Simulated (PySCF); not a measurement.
Species: C₅H₄N₂S.
Atom-mapped SMILES: `[CH3:1][C@H:2]1[S:3][C:4]1([C:5]#[N:6])[C:7]#[N:8]`

NICS = −σ at a ghost point: NICS(0) at the centroid of the ring atoms, NICS(1) 1 Å to either side along the normal of their mean plane, zz for the tensor component along that normal. Level: GIAO PBE0/pcSseg-1 (PySCF, non-relativistic, gas phase) on the GFN2-xTB geometry, one conformer.

Ring bond lengths (Å), with Mayer bond orders in brackets: C2–S3 1.807 (0.92), S3–C4 1.840 (1.02), C4–C2 1.506 (0.87).

Task: What do the NICS probes read (ppm)?

Result: 
```json
{"ring": "C2–S3–C4", "type": "3-membered ring with S; formal bonds all single", "NICS(0)": "-49.0", "NICS(1), two faces": "-9.0 / -8.8", "NICS(1)zz, two faces": "-21.0 / -22.9", "rms pucker (Å)": "0.00", "centre to ring atoms, mean (Å)": "0.99"}
```

Task: What can be read from them?

Result: 
- C2–S3–C4: mean NICS(1)zz -21.9 ppm, shielded. C2, C4 have four or more neighbours; no verdict on aromaticity is drawn. NICS(0) lies 40 ppm below the mean NICS(1).

Task: Give the inner angles of the rings and the Hirshfeld charges of the ring atoms.

Result: 
- C2–S3–C4: C2 66.8° (-0.001 e), S3 48.7° (+0.042 e), C4 64.5° (+0.044 e); sum 180.0° against 180° for a flat convex ring.

Task: What are the shieldings of the ring atoms and their hydrogens in the same run (means over atoms taken as equivalent)?

Result: 
```
  atoms                 environment  σ isotropic (ppm)  principal values of the symmetric part, first atom (ppm)
     C2  sp3 carbon bound to sulfur              135.3                                        95.5, 149.8, 160.7
     S3              sulfide sulfur              442.1                                      -179.8, 570.8, 935.2
     C4  sp3 carbon bound to sulfur              167.4                                       146.2, 157.9, 198.1
H on C2            methine hydrogen              28.13                                          22.1, 26.2, 36.1
```
